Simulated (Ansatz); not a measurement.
`[F][Ti]([F])([F])[Cl]` + `CC1C[SiH2]1` → `[CH3][Ti]([F])([F])[F]` + `ClC1C[SiH2]1` at 600 K and 1 bar (redistribution).

Computed with Ansatz on PBE0-D4/def2-TZVP structures; ΔE is electronic, products minus reactants. CBS: MP2 limit from def2 TZ/QZ plus the TZ coupled-cluster correction, frozen cores. For Ti outer-core shells are correlated without core-valence functions, which leaves a few kJ/mol of doubt a bond. Scalar relativity is left out up to krypton.

```
                 species  CCSD(T)/CBS energy (Eh)  H − E (kJ/mol)  S (J/(mol·K))
 `[F][Ti]([F])([F])[Cl]`              -1608.34854            70.1          395.2
           `CC1C[SiH2]1`               -408.00872           313.6          392.6
`[CH3][Ti]([F])([F])[F]`              -1188.36791           168.3          427.0
          `ClC1C[SiH2]1`               -827.92017           209.6          382.0
```

H − E and S are ideal-gas, rigid-rotor, harmonic terms from PBE0-D4/def2-TZVP, for one conformer and one mirror image of each species. 1 Eh = 2625.50 kJ/mol, R = 8.31446 J/(mol·K).

Task: By hand: ΔE, ΔH, ΔS and ΔG.

Result: ΔE = (-1188.36791) + (-827.92017) − (-1608.34854) − (-408.00872) = 0.06918 Eh = 181.6 kJ/mol. Δ(H − E) = 168.3 + 209.6 − 70.1 − 313.6 = -5.8, so ΔH = 175.8 kJ/mol. ΔS = 427.0 + 382.0 − 395.2 − 392.6 = 21.2 J/(mol·K). ΔG = 175.8 − 600 × (21.2)/1000 = 163.1 kJ/mol.

Task: By hand: the equilibrium constant, and the temperature at which ΔG would vanish if ΔH and ΔS stayed fixed.

Result: log₁₀ K = −ΔG/(RT ln 10) = -14.2. ΔG = 0 at ΔH/ΔS = 8292 K, far beyond where these terms or the molecules hold.

ΔH outweighs TΔS. A doubt of 5 kJ/mol in ΔE shifts log₁₀ K by 0.4 here. Other conformers and mirror images would add mixing entropy, several J/(mol·K) or more a flexible species. These are equilibria of isolated gas molecules and say nothing of rates. Largest T1 diagnostic: 0.024 (customary marks: 0.02 for closed shells, 0.045 for open ones).
